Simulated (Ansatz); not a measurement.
neopentane (C5H12), singlet, at a GFN2-xTB geometry; Ansatz (a first-principles code) with PBE/STO-3G.

Here is a job for Ansatz.
Ansatz 0.2 input:
```yaml
crystal:
  periodic: [false, false, false]
  atoms:
    - {symbol: C, position_ang: [-0.34215524, -0.44093178, 1.42464201]}
    - {symbol: C, position_ang: [0.00000000, -0.00000000, 0.00000000]}
    - {symbol: C, position_ang: [0.14029710, 1.52302017, -0.04268716]}
    - {symbol: C, position_ang: [-1.11651382, -0.43618167, -0.95091448]}
    - {symbol: C, position_ang: [1.31837196, -0.64590671, -0.43104038]}
    - {symbol: H, position_ang: [-1.27791688, 0.00855262, 1.74994028]}
    - {symbol: H, position_ang: [-0.44624317, -1.52262297, 1.47577845]}
    - {symbol: H, position_ang: [0.44101505, -0.13950486, 2.11695060]}
    - {symbol: H, position_ang: [0.38391316, 1.85675159, -1.04905668]}
    - {symbol: H, position_ang: [-0.78835260, 2.00145569, 0.26098084]}
    - {symbol: H, position_ang: [0.93057933, 1.85339821, 0.62799115]}
    - {symbol: H, position_ang: [-2.06369048, 0.01337275, -0.66063489]}
    - {symbol: H, position_ang: [-1.23201677, -1.51780284, -0.93479673]}
    - {symbol: H, position_ang: [-0.89142473, -0.13133135, -1.97067241]}
    - {symbol: H, position_ang: [1.23876228, -1.73061949, -0.40725903]}
    - {symbol: H, position_ang: [2.12602050, -0.34750138, 0.23391312]}
    - {symbol: H, position_ang: [1.57935432, -0.34414799, -1.44313471]}
basis:
  gaussian:
    orbitals: STO-3G
hamiltonian:
  xc: pbe
```

Output, abridged:

```
Functional definition: PBE
526 factors; integrals over basis functions are off by at most 2.8e-5 eV
mean field evaluation 1: about -5309.8634 eV, gradient 5.9e0 eV
mean field evaluation 2: about -5309.8263 eV, gradient 6.5e0 eV
mean field evaluation 4: about -5309.9353 eV, gradient 4.7e-2 eV
mean field evaluation 8: about -5309.7571 eV, gradient 1.4e-3 eV
mean field -5309.75707132 eV, -195.1299732883 hartree, gradient 3.8e-5 eV, S^2 0.000000; 0 other end points of the search recorded, 0 dependent functions left out
reference -5309.75709729 eV, -195.1299742429 hartree; 21, 21 occupied and 16, 16 virtual orbitals, 526 factors
Total energy: -5309.75709729 eV, -195.1299742429 hartree
```
